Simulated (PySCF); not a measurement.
A side-by-side comparison of computed properties.

First species: C₅H₉PSSi.
Numbering: `[CH3:1][C:2](=[S:3])[C:4]#[C:5][Si@@H:6]([CH3:7])[PH2:8]` (hydrogens: H9, H10, H11 on C1; H12 on Si6; H13, H14, H15 on C7; H16, H17 on P8)

Structure used (GFN2-xTB), in Å, numbered top down from 1:
```xyz
17
C5H9PSSi angstrom
C     -3.4924    0.8454   -0.1865
C     -2.3083    0.4791   -1.0152
S     -2.3833    0.3164   -2.6448
C     -1.0926    0.2658   -0.3582
C     -0.0225    0.0489    0.1752
Si     1.6715   -0.1864    0.8907
C      2.1939   -1.9936    0.6168
P      3.1620    1.1683   -0.1224
H     -3.6856    0.0643    0.5500
H     -3.2937    1.7678    0.3606
H     -4.3684    0.9769   -0.8165
H      1.5996    0.1741    2.3145
H      1.5237   -2.6740    1.1322
H      2.1862   -2.2526   -0.4386
H      3.1990   -2.1627    0.9930
H      2.7437    0.8806   -1.4099
H      2.3602    2.2937   -0.0507
```

Second species: C₆H₆ClFO.
Z-matrix (Å and degrees, GFN2-xTB geometry), rows numbered from 1:
```
C 
C   1  1.3334
C   2  1.4415  1  122.78
F   3  1.3493  2  113.91  1     0.68
C   3  1.3600  2  129.23  1  -179.21
C   5  1.4981  3  120.82  2   179.75
C   5  1.4557  3  119.93  2    -0.34
O   7  1.1942  5  129.28  3    -0.14
Cl  7  1.7743  5  113.10  3   179.98
H   1  1.0755  2  121.09  3   179.99
H   1  1.0779  2  122.05  3     0.01
H   2  1.0777  1  121.44  3  -179.96
H   6  1.0886  5  110.23  3   118.94
H   6  1.0857  5  110.68  3    -1.60
H   6  1.0883  5  110.35  3  -122.21
```

Levels: wB97X-D/def2-SVPD for dipole moment, HOMO energy, LUMO energy, HOMO–LUMO gap, static isotropic polarisability and electronic spatial extent ⟨r²⟩ about the centre of nuclear charge; TDDFT wB97X-D/def2-SVPD for lowest singlet excitation; TDA wB97X-D/def2-SVPD for lowest triplet excitation (Tamm–Dancoff); GFN2-xTB for rotational constant A and rotational constant C. Geometries: GFN2-xTB. Each structure is a single optimised conformer of the isolated species, non-relativistic unless stated; the electronic structure was computed with PySCF and density fitting.

Dipoles, sizes and rotational constants follow the conformer. The torsions of the flexible species, by atom-mapped SMILES:
- `[CH3:1][C:2](=[S:3])[C:4]#[C:5][Si@@H:6]([CH3:7])[PH2:8]`: H–P8–Si6–C5 -46°, H–P8–Si6–C5 46°
- `[CH2:1]=[CH:2]/[C:3]([F:4])=[C:5](/[CH3:6])[C:7](=[O:8])[Cl:9]`: C1–C2–C3–F4 1°, C3–C5–C7–O8 0°

```json
{"property": "dipole moment", "column X": "2.57 D", "column Y": "2.38 D"}
{"property": "HOMO energy", "column X": "-9.24 eV", "column Y": "-8.43 eV"}
{"property": "LUMO energy", "column X": "-1.00 eV", "column Y": "-1.28 eV"}
{"property": "HOMO–LUMO gap", "column X": "8.24 eV", "column Y": "7.15 eV"}
{"property": "lowest singlet excitation", "column X": "4.35 eV", "column Y": "2.09 eV"}
{"property": "lowest triplet excitation (Tamm–Dancoff)", "column X": "2.65 eV", "column Y": "1.68 eV"}
{"property": "static isotropic polarisability", "column X": "100.0 au", "column Y": "144.7 au"}
{"property": "electronic spatial extent ⟨r²⟩ about the centre of nuclear charge", "column X": "1612 bohr²", "column Y": "2673 bohr²"}
{"property": "rotational constant A", "column X": "2.687 GHz", "column Y": "1.977 GHz"}
{"property": "rotational constant C", "column X": "0.646 GHz", "column Y": "0.420 GHz"}
```

Problem. Which column belongs to which species?

Solution. Column X is the second species and column Y the first. The first has 17 atoms and 84 electrons, the second 15 and 76.

Problem. How does each property change from the first species to the second?

Solution. dipole moment +0.19 D; HOMO energy -0.81 eV; LUMO energy +0.28 eV; HOMO–LUMO gap +1.09 eV; lowest singlet excitation +2.26 eV; lowest triplet excitation (Tamm–Dancoff) +0.97 eV; static isotropic polarisability -44.7 au; electronic spatial extent ⟨r²⟩ about the centre of nuclear charge -1061 bohr²; rotational constant A +0.710 GHz; rotational constant C +0.226 GHz.

On the first: 1 of the 8 computed singlets lies in the visible range (750 to 380 nm, 1.65 to 3.26 eV), with an oscillator strength of 0.000. The principal polarisabilities are 111.5, 128.0 and 194.6 au; their mean is the isotropic value.

On the second: The principal polarisabilities are 57.9, 84.8 and 157.3 au; their mean is the isotropic value. In wavenumbers S1 is 35100 cm⁻¹ (1 eV = 8065.54 cm⁻¹).
